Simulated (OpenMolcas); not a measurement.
# What dynamic correlation does to the levels of Zr2+

```yaml
Program: OpenMolcas
Basis: ANO-RCC-VQZP [8s7p5d3f2g1h]
Scalar_Hamiltonian: DKH2, point nucleus
Active_space: 2 electrons in 6 orbitals (4d 5s)
State_averaging: 2S+1 = 3 even, 15 roots; 2S+1 = 1 even, 21 roots kept (CI in the orbitals of an earlier block)
Spin-orbit_coupling: state interaction with AMFI integrals over the reference wave functions, term energies averaged over their components
```

Methods on the same reference wave functions:
A. CASSCF
B. SS-CASPT2, IPEA 0.25 Eh, imaginary shift 0.1 Eh (closed shells correlated: 4s 4p)
C. MS-CASPT2, IPEA 0.25 Eh, imaginary shift 0.1 Eh (closed shells correlated: 4s 4p)

Energies in cm-1 above 4d2 3F2, the measured ground level; measured values from Moore, Atomic Energy Levels, vol. II, NSRDS-NBS 35 (1971 reprint of NBS Circular 467, 1952); NIST levels as listed in Rynkun, Gaigalas and Jonsson, Astron. Astrophys. 637, A10 (2020).

```
    Level      A      B      C  Measured
  4d2 3F2    0.0    0.0    0.0       0.0
  4d2 3F3    692    710    713       681
  4d2 3F4   1527   1540   1543      1486
  4d2 1D2   7207   5470   5410      5742
  4d2 3P0  10317   8580   8590      8062
  4d2 3P1  10579   8870   8870      8326
  4d2 3P2  11091   9380   9380      8838
  4d2 1G4  14053  11070  11070     11049
4d 5s 3D1  18999  19100  19100     18399
4d 5s 3D2  19401  19480  19480     18803
4d 5s 3D3  20061  20160  20160          
4d 5s 1D2  28939  24950  25020     25066
  4d2 1S0  30997  23470  23340     23979
  5s2 1S0  56646  50440  50590     48507
```

Deviations, from unrounded energies. A percentage is the sum of absolute deviations over the sum of measured energies, with the sign that they share, or ± where signs differ.

```csv
Against measurement,Levels,A,B,C
mean absolute deviation (cm-1),12,2600,490,520
fine structure of the ground term (%),2,+2.4,+3.8,+4.1
other terms of the ground configuration (%),6,+27.7,±3.6,±3.9
other configurations (%),4,+11.9,±3.1,±3.2
```

B, C lie about equally close to measurement and A furthest from it. The largest miss of B in the table is 5s2 1S0, by +1900 cm-1. The ranking rests on the paired levels alone, and a cruder setting can come out closer through cancelling errors.

Between B and C the level of the table that moves most is 5s2 1S0, by 150 cm-1 (lowest in B, highest in C). Moves below CASPT2's spread within the term are not significant.

The mean deviations of B to C differ by less than CASPT2's widest spread within a term (740 cm-1), so their order carries little weight.

From A to B the spin-free energies of the other terms of 4d2 shown, above 3F, scale by factors of 0.72 to 0.82, as is usual when dynamic correlation screens the repulsion within a d or f shell.

The lowest spin-free term lies below A's lowest term by 0.284 hartree in B, 0.284 hartree in C.

CASPT2 does not keep the components of a term degenerate, so their means are used; among the terms shown or strongly mixed into the levels shown the widest spread is 740 cm-1 (4d2 1G, C). Terms from blocks run as CI alone lack orbitals of their own. A single d shell beside an s shell can misplace configurations of different d count against each other. Without dynamic correlation excited terms often stand tens of per cent too high (terms of higher spin than the ground term too low), and those without a measured partner can miss by more than the paired ones (holds for A). Computed and measured levels are paired by configuration, term and J; levels that our copy of the source lacks, or whose pairing is in doubt (as where it misses far off the trend of its configuration), stay unpaired and out of the deviations. Only configurations of the active space appear.
